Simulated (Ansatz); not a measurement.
The cluster Ag2Au2. Charge 0, multiplicity 1. Geometry PBE0-D4/def2-SVP.

```xyz
4

Au    2.2205    0.7735   -0.0719
Au   -2.2210   -0.7722    0.0722
Ag   -0.1423    0.2870   -1.3069
Ag    0.1427   -0.2884    1.3066
```

In the def2 sets Ag, Au take a core potential; there is no spin–orbit coupling. The structure comes from a short search, and lower isomers may exist.

(1) Estimate the orbital energies around the gap (eV) in Ansatz with PBE-D4/def2-TZVP, PBE-D4/def2-TZVPD, r2SCAN-D4/def2-TZVPD, B97M-V/def2-TZVP, PBE0-D4/def2-TZVP.

## Answers

(1) 
```tsv
orbital	PBE-D4/def2-TZVP	PBE-D4/def2-TZVPD	r2SCAN-D4/def2-TZVPD	B97M-V/def2-TZVP	PBE0-D4/def2-TZVP
HOMO−13	-7.62	-7.62	-7.87	-7.97	-9.36
HOMO−12	-7.58	-7.58	-7.83	-7.91	-9.29
HOMO−11	-7.35	-7.34	-7.49	-7.47	-8.60
HOMO−10	-6.73	-6.73	-6.91	-6.96	-8.09
HOMO−9	-6.73	-6.73	-6.89	-6.95	-8.09
HOMO−8	-6.69	-6.68	-6.87	-6.95	-8.08
HOMO−7	-6.67	-6.66	-6.85	-6.92	-8.06
HOMO−6	-6.66	-6.65	-6.82	-6.86	-7.95
HOMO−5	-6.47	-6.47	-6.66	-6.75	-7.89
HOMO−4	-6.47	-6.47	-6.65	-6.74	-7.88
HOMO−3	-6.42	-6.41	-6.60	-6.66	-7.78
HOMO−2	-6.40	-6.40	-6.56	-6.63	-7.73
HOMO−1	-6.38	-6.38	-6.55	-6.54	-7.50
HOMO	-5.51	-5.51	-5.55	-5.31	-5.97
LUMO	-3.71	-3.72	-3.50	-3.66	-2.85
LUMO+1	-2.99	-3.00	-2.78	-2.80	-2.12
LUMO+2	-1.79	-1.83	-1.60	-1.89	-1.14
LUMO+3	-1.12	-1.17	-0.92	-1.10	-0.43
LUMO+4	-1.10	-1.11	-0.74	-1.05	-0.38
LUMO+5	-0.43	-0.44	-0.08	-0.33	0.31
```
